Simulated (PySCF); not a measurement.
Computed IR spectrum (relative IR intensity) of a molecule C3H3N2, multiplicity 2. Coordinates come from a PBE-D3(BJ)/def2-SVP optimisation. One conformer was computed; it need not be the lowest. These are PySCF with PBE-D3(BJ)/def2-SVP values and carry that method's errors. No scaling factor is applied to the harmonic values.

ν (cm⁻¹): 584 (vs), 746 (m), 789 (m), 822 (s), 892 (m), 1052 (s), 1093 (w), 1166 (w), 1206 (w), 1299 (vw), 1393 (vw), 1416 (vw), 1486 (w), 3556 (s) (against the strongest line: vs over 80 %, s over 45 %, m over 15 %, w over 4 %, vw less)

### Question
Which molecule gave these data?
A. [c]1cn[nH]c1
B. C1=CN=C[N]1
C. [c]1cnc[nH]1
D. [c]1ccn[nH]1

### Answer
C, [c]1cnc[nH]1
